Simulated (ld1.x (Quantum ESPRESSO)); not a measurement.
## Cutoff test, He, TM

helium (He), norm-conserving Troullier–Martins (Kleinman–Bylander form), made with ld1.x (Quantum ESPRESSO) 7.5 (PBEsol, non-relativistic). Core none, reference 1s2. Waves: 2p channel at 0.35 Ry: rc 0.60 bohr; 1s (bound): rc 0.65 bohr. Local part: the s channel. Core correction: none.

The pseudo-atom Hamiltonian at the reference potential is diagonalised in spherical Bessel functions j_l(qr) that vanish at 20 bohr, with q² up to the cutoff. All-electron valence levels (Ry): 1s -1.1391.

**Question.** How do the lowest levels (Ry) of each channel move with the cutoff, and are there ghosts?

**Answer.**

```json
{"cutoff (Ry)": "8", "p #1": "0.0456", "p #2": "0.1262", "s #1": "-0.6247", "s #2": "0.0234", "d #1": "0.0822", "f #1": "0.1218", "f #2": "0.2689", "Σ f·Δε (mRy)": "1029.0"}
{"cutoff (Ry)": "12", "p #1": "0.0456", "p #2": "0.1262", "s #1": "-0.7367", "s #2": "0.0217", "d #1": "0.0822", "f #1": "0.1218", "f #2": "0.2689", "Σ f·Δε (mRy)": "804.8"}
{"cutoff (Ry)": "21", "p #1": "0.0456", "p #2": "0.1261", "s #1": "-0.8845", "s #2": "0.0196", "d #1": "0.0822", "f #1": "0.1218", "f #2": "0.2689", "Σ f·Δε (mRy)": "509.2"}
{"cutoff (Ry)": "30", "p #1": "0.0456", "p #2": "0.1261", "s #1": "-0.9606", "s #2": "0.0186", "d #1": "0.0822", "f #1": "0.1218", "f #2": "0.2689", "Σ f·Δε (mRy)": "357.1"}
{"cutoff (Ry)": "45", "p #1": "0.0456", "p #2": "0.1261", "s #1": "-1.0443", "s #2": "0.0176", "d #1": "0.0822", "f #1": "0.1218", "f #2": "0.2689", "Σ f·Δε (mRy)": "189.7"}
{"cutoff (Ry)": "55", "p #1": "0.0456", "p #2": "0.1261", "s #1": "-1.0785", "s #2": "0.0172", "d #1": "0.0822", "f #1": "0.1218", "f #2": "0.2689", "Σ f·Δε (mRy)": "121.3"}
{"cutoff (Ry)": "70", "p #1": "0.0456", "p #2": "0.1261", "s #1": "-1.1059", "s #2": "0.0169", "d #1": "0.0822", "f #1": "0.1218", "f #2": "0.2689", "Σ f·Δε (mRy)": "66.4"}
{"cutoff (Ry)": "100", "p #1": "0.0456", "p #2": "0.1261", "s #1": "-1.1293", "s #2": "0.0166", "d #1": "0.0822", "f #1": "0.1218", "f #2": "0.2689", "Σ f·Δε (mRy)": "19.7"}
{"cutoff (Ry)": "120", "p #1": "0.0456", "p #2": "0.1261", "s #1": "-1.1351", "s #2": "0.0166", "d #1": "0.0822", "f #1": "0.1218", "f #2": "0.2689", "Σ f·Δε (mRy)": "8.1"}
{"cutoff (Ry)": "180", "p #1": "0.0456", "p #2": "0.1261", "s #1": "-1.1387", "s #2": "0.0165", "d #1": "0.0822", "f #1": "0.1218", "f #2": "0.2689", "Σ f·Δε (mRy)": "0.9"}
{"cutoff (Ry)": "230", "p #1": "0.0456", "p #2": "0.1261", "s #1": "-1.1387", "s #2": "0.0165", "d #1": "0.0822", "f #1": "0.1218", "f #2": "0.2689", "Σ f·Δε (mRy)": "0.8"}
{"cutoff (Ry)": "400", "p #1": "0.0456", "p #2": "0.1261", "s #1": "-1.1391", "s #2": "0.0165", "d #1": "0.0822", "f #1": "0.1218", "f #2": "0.2689", "Σ f·Δε (mRy)": "0.0"}
```

Result: no extra level below or beside the all-electron valence levels (p, s, d, f tested); 10 mRy is reached at 120 Ry and 1 mRy at 180 Ry.
